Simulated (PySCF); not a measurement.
C3H8OS, SMILES COCSC. Atoms are numbered in the order given.

```xyz
13

C      1.6011    -1.2138     0.1462
O      1.6313     0.1452     0.5035
C      0.3836     0.6926     0.7763
S     -0.8128     0.7551    -0.6217
C     -1.8335    -0.7104    -0.2888
H      1.0906    -1.8288     0.9167
H      1.0877    -1.3626    -0.8224
H      2.6420    -1.5524     0.0533
H      0.5596     1.7377     1.0696
H     -0.1285     0.1626     1.6080
H     -2.2449    -0.6823     0.7323
H     -1.2857    -1.6526    -0.4418
H     -2.6725    -0.6750    -0.9988
```

Geometry: r2SCAN-D4/def2-SVP. One conformer was computed; it need not be the lowest.

Method: TDDFT-ωB97X/def2-SVPD in PySCF.

Vertical excitations. The molecule is in vacuum.

```
state  energy (eV)  λ (nm)      f                                                               main pairs
-----  -----------  ------  -----  -----------------------------------------------------------------------
S1            5.89     211  0.001                       HOMO→LUMO 46 %, HOMO→LUMO+1 26 %, HOMO→LUMO+8 12 %
S2            6.90     180  0.039      HOMO→LUMO+2 49 %, HOMO→LUMO+1 17 %, HOMO→LUMO 14 %, HOMO→LUMO+4 9 %
S3            7.21     172  0.007     HOMO→LUMO+2 28 %, HOMO→LUMO+1 22 %, HOMO→LUMO 21 %, HOMO→LUMO+3 11 %
S4            7.68     161  0.019                                     HOMO−1→LUMO+1 61 %, HOMO−1→LUMO 13 %
S5            7.85     158  0.049                      HOMO→LUMO+3 52 %, HOMO→LUMO+4 24 %, HOMO→LUMO+5 8 %
S6            8.05     154  0.001  HOMO−1→LUMO 28 %, HOMO−1→LUMO+1 12 %, HOMO→LUMO+8 10 %, HOMO→LUMO+6 9 %
S7            8.11     153  0.059    HOMO−1→LUMO 26 %, HOMO→LUMO+6 24 %, HOMO→LUMO+8 14 %, HOMO→LUMO+2 8 %
S8            8.20     151  0.047   HOMO→LUMO+4 30 %, HOMO−1→LUMO 13 %, HOMO→LUMO+1 12 %, HOMO→LUMO+6 11 %
S9            8.46     147  0.162                                    HOMO−1→LUMO+2 56 %, HOMO−1→LUMO+8 9 %
S10           8.48     146  0.026   HOMO→LUMO+8 31 %, HOMO→LUMO+6 17 %, HOMO→LUMO+5 14 %, HOMO→LUMO+1 10 %
T1            5.48     226      0      HOMO→LUMO 41 %, HOMO→LUMO+1 25 %, HOMO→LUMO+8 14 %, HOMO→LUMO+4 7 %
T2            6.24     199      0                     HOMO→LUMO+2 45 %, HOMO→LUMO+6 17 %, HOMO→LUMO+8 15 %
T3            6.98     178      0      HOMO→LUMO+1 33 %, HOMO→LUMO 32 %, HOMO→LUMO+3 14 %, HOMO→LUMO+2 8 %
T4            7.03     176      0                 HOMO−1→LUMO+1 28 %, HOMO−1→LUMO 23 %, HOMO−1→LUMO+8 13 %
```
Triplets are in the Tamm–Dancoff approximation, which puts them higher than full response would, so one can lie above its singlet here.
